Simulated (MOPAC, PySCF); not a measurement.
C2H2O, SMILES `C#CO`, neutral singlet in the gas phase. 

Cartesian coordinates (Å):
SMILES: C#CO
```xyz
5

C      1.1241    -0.0311    -0.1264
C     -0.0775    -0.1153    -0.0137
O     -1.3654    -0.2845     0.1713
H      2.1835     0.0557    -0.2361
H     -1.8646     0.3752    -0.3466
```
Charge 0, multiplicity 1.

All levels are single points at this geometry (PBE-D3(BJ)/def2-TZVP); Pople sets use spherical d functions. Orbital energies aren't observables, and empty levels follow the basis.

B3LYP/3-21G in PySCF gives dipole (D) = 2.02.

Q: Estimate the dipole (D) from each of these levels: PBE-D3(BJ)/def2-TZVP in PySCF; B3LYP/6-311+G** in PySCF; M06-2X/6-31G* in PySCF; HF/3-21G in PySCF; HF/6-31G* in PySCF; HF/STO-3G in PySCF; AM1 in MOPAC; PM6 in MOPAC.

A: 
```
level                          dipole (D)
-----------------------------  ----------
PBE-D3(BJ)/def2-TZVP in PySCF        1.78
B3LYP/6-311+G** in PySCF             1.79
M06-2X/6-31G* in PySCF               1.83
HF/3-21G in PySCF                    2.08
HF/6-31G* in PySCF                   1.85
HF/STO-3G in PySCF                   1.53
AM1 in MOPAC                         1.51
PM6 in MOPAC                         1.71
```
